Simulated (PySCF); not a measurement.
BaO (SMILES [O]=[Ba]), singlet, geometry from GFN2-xTB (such geometries of metal compounds can be far from the true shape) (core potentials on Ba), atoms displaced at random by about 0.03 Å a coordinate; PBE0/def2-SVP, gradient run with PySCF.

Input for PySCF:
```python
from pyscf import gto, scf, dft

mol = gto.M(
    atom='''
Ba   -0.017169    0.008875   -0.285342
O     0.020572    0.012240    1.841164
''',
    basis='def2-svp',
    ecp={'Ba': 'def2-svp'},
    charge=0,
    spin=0,
    verbose=4,
)

mf = dft.RKS(mol)
mf.xc = 'pbe0'
mf.kernel()
g = mf.nuc_grad_method()
grad = g.kernel()
```

What the program printed (banner, timings and long lists left out):

```
PySCF version 2.14.0

[INPUT] verbose = 4
[INPUT] num. atoms = 2
[INPUT] num. electrons = 18
[INPUT] charge = 0
[INPUT] spin (= nelec alpha-beta = 2S) = 0
[INPUT] symmetry False subgroup None
[INPUT] Mole.unit = angstrom
[INPUT] Symbol           X                Y                Z      unit          X                Y                Z       unit  Magmom
[INPUT]  1 Ba    -0.017169000000   0.008875000000  -0.285342000000 AA   -0.032444707833   0.016771319356  -0.539218231836 Bohr   0.0
[INPUT]  2 O      0.020572000000   0.012240000000   1.841164000000 AA    0.038875445835   0.023130247765   3.479295710409 Bohr   0.0

nuclear repulsion = 19.9046972350076
number of shells = 15
number of NR pGTOs = 73
number of NR cGTOs = 37
basis = def2-svp
ecp = {'Ba': 'def2-svp'}

******** <class 'pyscf.dft.rks.RKS'> ********
method = RKS
initial guess = minao
damping factor = 0
level_shift factor = 0
DIIS = <class 'pyscf.scf.diis.CDIIS'>
diis_start_cycle = 1
diis_space = 8
diis_damp = 0
SCF conv_tol = 1e-09
SCF conv_tol_grad = None
SCF max_cycles = 50
direct_scf = True
direct_scf_tol = 1e-13
XC library pyscf.dft.libxc version 7.1.2
    S. Lehtola, C. Steigemann, M. J. T. Oliveira, and M. A. L. Marques,  SoftwareX 7, 1–5 (2018)
XC functionals = pbe0
    C. Adamo and V. Barone,  J. Chem. Phys. 110, 6158 (1999)
    M. Ernzerhof and G. E. Scuseria,  J. Chem. Phys. 110, 5029 (1999)
radial grids:
    Treutler-Ahlrichs [JCP 102, 346 (1995); DOI:10.1063/1.469408] (M4) radial grids

becke partition: Becke, JCP 88, 2547 (1988); DOI:10.1063/1.454033
pruning grids: <function nwchem_prune>
grids dens level: 3
symmetrized grids: False
atomic radii adjust function: <function treutler_atomic_radii_adjust>
small_rho_cutoff = 0
Set gradient conv threshold to 3.16228e-05
Initial guess from minao.
tot grids = 38008
init E= -90.3577872698478
  HOMO = -0.5684364003349  LUMO = -0.256472950166451  gap/eV = 8.48896
cycle= 1 E= -100.055541740772  delta_E= -9.7  |g|= 1.34  |ddm|= 2.26
  HOMO = -0.0226634707734464  LUMO = -0.00302099576246392  gap/eV = 0.53450
cycle= 2 E= -91.6873292057032  delta_E= 8.37  |g|= 3.21  |ddm|= 4.39
  HOMO = -0.316553065145957  LUMO = -0.0710394511563379  gap/eV = 6.68077
cycle= 3 E= -100.31608547721  delta_E= -8.63  |g|= 0.766  |ddm|= 4.34
  HOMO = -0.156670294730113  LUMO = -0.0748099652158203  gap/eV = 2.22753
cycle= 4 E= -100.490664985292  delta_E= -0.175  |g|= 0.312  |ddm|= 1.24
  HOMO = -0.155539808888664  LUMO = -0.0520770225903  gap/eV = 2.81537
cycle= 5 E= -100.518337173699  delta_E= -0.0277  |g|= 0.0378  |ddm|= 0.318
  HOMO = -0.161880336966493  LUMO = -0.0538501041376875  gap/eV = 2.93965
cycle= 6 E= -100.518410198931  delta_E= -7.3e-05  |g|= 0.0376  |ddm|= 0.028
  HOMO = -0.1648804946709  LUMO = -0.0542063457833173  gap/eV = 3.01160
cycle= 7 E= -100.518716943139  delta_E= -0.000307  |g|= 0.00972  |ddm|= 0.0198
  HOMO = -0.165336777686218  LUMO = -0.053966301354361  gap/eV = 3.03055
cycle= 8 E= -100.518740624677  delta_E= -2.37e-05  |g|= 0.000539  |ddm|= 0.00759
  HOMO = -0.165374043056922  LUMO = -0.0539478733453969  gap/eV = 3.03206
cycle= 9 E= -100.518740700353  delta_E= -7.57e-08  |g|= 2.02e-05  |ddm|= 0.000534
  HOMO = -0.165369939987861  LUMO = -0.0539435431639497  gap/eV = 3.03207
cycle= 10 E= -100.518740700629  delta_E= -2.76e-10  |g|= 1.2e-05  |ddm|= 6.96e-05
  HOMO = -0.165364928939077  LUMO = -0.053943512529095  gap/eV = 3.03193
Extra cycle  E= -100.518740700171  delta_E= 4.58e-10  |g|= 4.7e-05  |ddm|= 4.47e-05
converged SCF energy = -100.518740700171

******** <class 'pyscf.grad.rks.Gradients'> for <class 'pyscf.dft.rks.RKS'> ********
unit = Eh/Bohr
grid_response = False
--------------- RKS gradients ---------------
         x                y                z
0 Ba    -0.0005689870    -0.0000507367    -0.0320821986
1 O     0.0005259338     0.0000462621     0.0319384860
----------------------------------------------
```
